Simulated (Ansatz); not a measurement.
Wavefunction ladder for BH₂O₂Te (`OB(O)[Te]`) radical

Z-matrix (Å, degrees):
```
B
O 1 1.353
Te 1 2.184 2 116.9
O 1 1.362 2 119.8 3 -180.0
H 2 0.964 1 112.3 3 -180.0
H 4 0.958 1 115.4 2 -180.0
```

Total charge 0; spin multiplicity 2. Correlated methods include outer-core shells of Te, which these sets cover unevenly. Te: def2 effective core potential. The structure was optimised at the PBE0-D4/def2-TZVP level. It is one conformer, not always the lowest. Frozen core, unrestricted reference, Ansatz 0.2.0.

```json
{"basis": "def2-SVP", "HF (Eh)": "-442.55767", "MP2 corr.": "-0.54662", "CCSD corr.": "-0.57022", "(T)": "?", "CCSD(T) total": "?"}
{"basis": "def2-TZVPP", "HF (Eh)": "?", "MP2 corr.": "-1.00745", "CCSD corr.": "-0.99412", "(T)": "-0.03093", "CCSD(T) total": "?"}
{"basis": "def2-QZVPP", "HF (Eh)": "?", "MP2 corr.": "?", "CCSD corr.": "–", "(T)": "–", "CCSD(T) total": "–"}
```

(1) Fill in the withheld values. (Best estimate.)

## Answers

(1) Computed: def2-SVP (T): -0.01436; def2-SVP CCSD(T) total: -443.14225; def2-TZVPP HF (Eh): -442.78281; def2-TZVPP CCSD(T) total: -443.80786; def2-QZVPP HF (Eh): -442.79273; def2-QZVPP MP2 corr.: -1.21056.
